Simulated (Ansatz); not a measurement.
`F[SiH](F)C#C[SiH3]` → `F[Si]F` + `C#C[SiH3]`  (silylene formation by 1,1-elimination)

Gas-phase electronic energies from Ansatz, PBE0-D4/def2-TZVP geometries. CBS: MP2 limit from def2 TZ/QZ plus the TZ coupled-cluster correction, frozen cores. This one scheme is used for every species. Functionals use def2-TZVPP. B3LYP here is the variant with VWN-RPA as its local correlation; programs differ in this.

`F[SiH](F)C#C[SiH3]`:

Cartesian coordinates in Å:
```
F 0.909 0.381 -3.141
Si 0.127 1.232 -2.062
F -1.333 1.485 -2.618
C 0.019 0.286 -0.524
C -0.029 -0.310 0.532
Si -0.109 -1.223 2.118
H 0.804 2.525 -1.892
H -0.825 -2.501 1.895
H 1.274 -1.483 2.584
H -0.836 -0.391 3.106
```

`F[Si]F`:

```xyz
3

F     0.061    1.124    0.606
Si    0.645   -0.159   -0.154
F    -0.706   -0.966   -0.451
```

`C#C[SiH3]`:

```xyz
7

C    -1.859    0.624   -0.003
C    -0.716    0.241   -0.001
Si    1.012   -0.340    0.002
H    -2.869    0.964   -0.005
H     1.581   -0.194   -1.360
H     1.801    0.471    0.961
H     1.050   -1.766    0.407
```

| level | ΔE (kcal/mol) |
| --- | --- |
| ωB97M-V | 40.1 |
| B3LYP | 38.8 |
| RPA@PBE/def2-TZVPP | 40.0 |
| CCSD(T)/def2-TZVPP | 43.3 |

Question: What does CCSD(T)/CBS give? (An estimate is asked.)

Answer: The calculation gave: +44.0 kcal/mol. The listed levels differ from it by -3.9, -5.2, -4.0, -0.7 kcal/mol.

Largest T1 diagnostic among the species: 0.015.

Leaving LDA and LC-ωPBE aside and taking each functional with its dispersion term where it has one, the values, not all of them listed here, spread over 11.2 kcal/mol, from BLYP-D4 to r2SCAN0-D4. LDA lies +6.2 kcal/mol from PBE without D4. The D4 term adds +2.8 kcal/mol with B3LYP and +1.5 kcal/mol with PBE0; it sums over pairs of atoms, weighted by their polarisabilities, and B3LYP, whose exchange is more repulsive, gets the larger term.
